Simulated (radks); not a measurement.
All-electron atom: Mo4+ in [Kr] 4d2.

Calculated with a radial shooting solver on a logarithmic mesh with Libxc functionals: scalar-relativistic Kohn-Sham, r2SCAN, spin-polarised, spherical densities, finite nucleus; open shells are filled with parallel spins first (spin-orbit coupling, left out, can overturn this in heavy ions); meta-GGA in the generalised Kohn-Sham scheme; Fermi nuclear charge, rms radius 4.4091 fm.

Energy parts (hartree):
part                       energy
total                 -4045.95835
kinetic                4172.01374
electron-nucleus      -9682.94643
Hartree                1587.49316
exchange-correlation   -122.51883

Orbitals (lengths in bohr, moments of r in powers of bohr; <r^-3> diverges for s and p1/2):
orbital	occ.	eigenvalue (hartree)	<r^4>	<r^2>	<r>	<r^-3>
1s down	1	-731.8544	7.224e-06	0.001670	0.03517	-
1s up	1	-731.8537	7.224e-06	0.001670	0.03517	-
2s up	1	-105.3753	0.001335	0.02782	0.1536	-
2s down	1	-105.3592	0.001335	0.02782	0.1536	-
2p up	3	-94.29982	0.0009592	0.02193	0.1340	2552
2p down	3	-94.28828	0.0009589	0.02193	0.1339	2552
3s up	1	-19.62143	0.06803	0.2095	0.4277	-
3s down	1	-19.61631	0.06800	0.2096	0.4277	-
3p up	3	-15.95757	0.07540	0.2149	0.4297	426.2
3p down	3	-15.95076	0.07532	0.2149	0.4298	425.8
3d up	5	-10.01900	0.08322	0.2070	0.4149	56.36
3d down	5	-10.00579	0.08292	0.2069	0.4149	56.33
4s up	1	-4.19065	2.698	1.349	1.093	-
4s down	1	-4.11597	2.657	1.337	1.088	-
4p up	3	-3.18727	4.051	1.629	1.197	63.31
4p down	3	-3.10371	3.969	1.611	1.190	64.65
4d up	2	-1.72932	11.47	2.634	1.507	5.646
4d down	0	-1.62524	11.26	2.589	1.492	5.870
5s up	0	-1.32141	70.42	7.056	2.512	-
5s down	0	-1.21296	80.83	7.487	2.582	-
5p up	0	-1.05662	120.5	9.218	2.871	12.39

The highest occupied level is 4d up at -47.057 eV. The density falls to 0.001 e/bohr^3 at r = 3.01 bohr. Summed over all electrons, <r^2> = 21.64 bohr^2, which gives a Langevin (diamagnetic) susceptibility term of -17.1 x 10^-6 cm^3/mol. The electron density at the nucleus is 9.263e+04 e/bohr^3 (large components only). For comparison, the ionisation energy in NIST's Atomic Spectra Database is 54.42 eV (semi-empirical). In exact Kohn-Sham theory the highest level is minus the ionisation energy, but local and semilocal functionals leave it too shallow, through self-interaction and a potential that decays too fast; potentials with the right tail come closer. Spin moment in Bohr magnetons: 2. The spin density at the nucleus is -2.440 e/bohr^3 (1s 0.020, 2s -0.830, 3s 0.677, 4s -2.307).
